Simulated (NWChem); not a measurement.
Molecule: C2H4O3S; SMILES C=CS(=O)(=O)O

```xyz
10

C     -0.0460    -2.3060    -0.0380
C      0.6389    -1.1821    -0.2824
S     -0.1271     0.4079    -0.0356
O     -1.4808     0.2199     0.4954
O      0.1594     1.2507    -1.2125
O      0.8213     0.9932     1.2010
H     -1.0748    -2.2548     0.3526
H      0.4034    -3.2939    -0.2227
H      1.6646    -1.1231    -0.6781
H      1.2966     1.7580     0.8096
```
Atoms are numbered in this order, from 1.

All runs: NWChem. Pople sets run with spherical d functions. All runs use the structure optimised with PBE-D3(BJ)/def2-SVP. Atomic charges in e: unrestrained fits to the electrostatic potential beside Mulliken populations; buried atoms are poorly determined by the fit.

Task: Estimate the computed values for Hartree-Fock/6-31G*. Quantities: ESP C1; Mulliken C1; ESP C2; Mulliken C2; ESP S3; Mulliken S3; ESP O4; Mulliken O4; ESP O5; Mulliken O5; relative RMS misfit of the potential (%).

Result: 
```yaml
ESP C1: -0.21
Mulliken C1: -0.33
ESP C2: -0.27
Mulliken C2: -0.46
ESP S3: 1.37
Mulliken S3: 1.75
ESP O4: -0.59
Mulliken O4: -0.68
ESP O5: -0.65
Mulliken O5: -0.71
relative RMS misfit of the potential (%): 16
```
